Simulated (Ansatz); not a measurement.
Frontier orbitals of `N[SiH]([SiH3])S`.

The species carries charge 0 and has multiplicity 1. The geometry is a stationary point of PBE0-D4/def2-TZVP. It is one conformer, not always the lowest. Basis def2-TZVPP, Ansatz.

```json
{"functional": "LDA (SPW92)", "HOMO (eV)": "-5.95", "LUMO (eV)": "-1.29", "gap (eV)": "4.66"}
{"functional": "PBE", "HOMO (eV)": "-5.85", "LUMO (eV)": "-1.11", "gap (eV)": "4.74"}
{"functional": "BLYP", "HOMO (eV)": "-5.70", "LUMO (eV)": "-0.97", "gap (eV)": "4.73"}
{"functional": "B97M-V", "HOMO (eV)": "-6.25", "LUMO (eV)": "-1.03", "gap (eV)": "5.22"}
{"functional": "PBE0", "HOMO (eV)": "-7.03", "LUMO (eV)": "-0.28", "gap (eV)": "6.75"}
{"functional": "r2SCANh", "HOMO (eV)": "-6.55", "LUMO (eV)": "-0.51", "gap (eV)": "6.04"}
{"functional": "ωB97M-V", "HOMO (eV)": "-9.13", "LUMO (eV)": "1.40", "gap (eV)": "10.53"}
```

Against PBE, PBE0 changes HOMO and LUMO by −1.17 and +0.83 eV, ωB97M-V by −3.28 and +2.51 eV. A gap of 4.74 eV thus becomes 10.53 eV for the same molecule, so an orbital gap means little without its functional. A positive LUMO is unbound and depends on the basis.
